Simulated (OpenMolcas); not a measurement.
## neutral arsenic: effect of correlating more closed shells

| Property | Result |
| --- | --- |
| Program | OpenMolcas |
| Basis | ANO-RCC-VQZP [7s6p4d2f1g] |
| Scalar Hamiltonian | DKH2, point nucleus |
| Active space | 5 electrons in 8 orbitals (4s 4p 5s 5p) |
| State averaging | 2S+1 = 4 odd, 1 root; 2S+1 = 2 odd, 8 roots; 2S+1 = 4 even, 3 roots; 2S+1 = 2 even, 9 roots |
| Spin-orbit coupling | state interaction with AMFI integrals over the reference wave functions, term energies averaged over their components |

Methods on the same reference wave functions:
A. CASSCF
B. SS-CASPT2, IPEA 0.25 Eh, imaginary shift 0.1 Eh (closed shells correlated: none)
C. SS-CASPT2, IPEA 0.25 Eh, imaginary shift 0.1 Eh (closed shells correlated: 3d)

Energies in cm⁻¹ above 4s² 4p³ ⁴S°_3/2, the measured ground level; measured values from NIST Handbook of Basic Atomic Spectroscopic Data.

| Level | A | B | C | Measured |
| --- | --- | --- | --- | --- |
| 4s² 4p³ ⁴S°_3/2 | 0.0 | 0.0 | 0.0 | 0.0 |
| 4s² 4p³ ²D°_3/2 | 13783 | 11110 | 11250 | 10593 |
| 4s² 4p³ ²D°_5/2 | 14133 | 11390 | 11520 | 10915 |
| 4s² 4p³ ²P°_1/2 | 19326 | 18340 | 18690 | 18186 |
| 4s² 4p³ ²P°_3/2 | 19705 | 18650 | 18990 | 18648 |

Deviations, from unrounded energies. A percentage is the sum of absolute deviations over the sum of measured energies, with the sign that they share, or ± where signs differ.

| Against measurement | Levels | A | B | C |
| --- | --- | --- | --- | --- |
| mean absolute deviation (cm-1) | 4 | 2200 | 290 | 530 |
| other terms of the ground configuration (%) | 4 | +14.8 | ±2.0 | +3.6 |

B lies closest to measurement on these levels and A furthest from it. The largest miss of B in the table is 4s² 4p³ ²D°_3/2, by +520 cm-1. The ranking rests on the paired levels alone, and a cruder setting can come out closer through cancelling errors.

Between B and C the level of the table that moves most is 4s² 4p³ ²P°_1/2, by 350 cm-1 (lowest in B, highest in C). Moves below CASPT2's spread within the term are not significant.

From A to B the spin-free energies of the other terms of 4s² 4p³ shown, above ⁴S°, scale by factors of 0.80 to 0.95.

The lowest spin-free term lies below A's lowest term by 0.066 hartree in B, 0.162 hartree in C.

What an inner shell adds also hangs on whether the basis holds functions to correlate it.

CASPT2 breaks the degeneracy within a term, and the mean is taken; among the terms shown or strongly mixed into the levels shown the widest spread is 89 cm-1 (4s² 4p³ ²D°, C). The run also gave levels led by 4s² 4p² 5s, which use shells meant for correlation; these and all levels above them are left out. Without dynamic correlation excited terms often stand tens of per cent too high (terms of higher spin than the ground term too low), and those without a measured partner can miss by more than the paired ones (holds for A). Some levels mix across a computed gap that differs much from the measured one, so their mixing is not that of the real levels (holds for A). Computed and measured levels are paired by configuration, term and J; levels that our copy of the source lacks, or whose pairing is in doubt (as where it misses far off the trend of its configuration), stay unpaired and out of the deviations. Only configurations of the active space appear. The table leaves out levels that lie high or whose names do not pair safely across all columns.

° marks odd parity.
